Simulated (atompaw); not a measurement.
# Building the PAW (atompaw) potential for europium (PBE, scalar-relativistic).

atompaw 4.2.0.5 input, output lines left out:

```
Eu 63
GGA-PBE scalarrelativistic loggrid 2001 logderivrange -6 5 276
6 6 5 4 0 0
6 0 1
6 1 0
5 2 1
4 3 6
0 0 0
c
c
c
c
v
v
c
c
c
v
v
c
c
v
c
2
2.85 2.35 1.95 1.85
n
n
y
1.3
n
custom polynom2 7 10 vanderbiltortho gaussian
bessel
2.35
2.85
2.15
2.85
2.85
2.85
```

Poles of the logarithmic derivatives, all-electron (AE) and pseudo (PS). s: poles at -3.9, 2.3 (AE) and -3.9, 0.5 (PS) Ry. p: poles at -2.2, 3.7 (AE) and -2.2, 3.7 (PS) Ry. d: poles at 0.2 (AE) and 0.2 (PS) Ry. Test radius 2.85 bohr.

- Cutoffs needed: 15 Ry and 40 Ry (the cutoffs (Ry, on a coarse ladder) from which the occupation-weighted sum of valence levels, in a spherical-Bessel basis at the reference potential, stays within 10 and 1 mRy of its value at 400 Ry)
- Ghost test: no extra level below or beside the all-electron valence levels (s, p, d, f tested) (spherical-Bessel basis up to 400 Ry, 20 bohr box)
- Lowest eigenvalue of the overlap operator: 0.44 (p channel)
- Overlap eigenvalues printed by atompaw (projector basis): 0.495, 0.564, 2.77, 341, 901, 8.06e+03
- Share of each valence orbital outside the PAW sphere: 5s 1 %, 6s 76 %, 5p 3 %, 6p 91 %, 5d 33 %
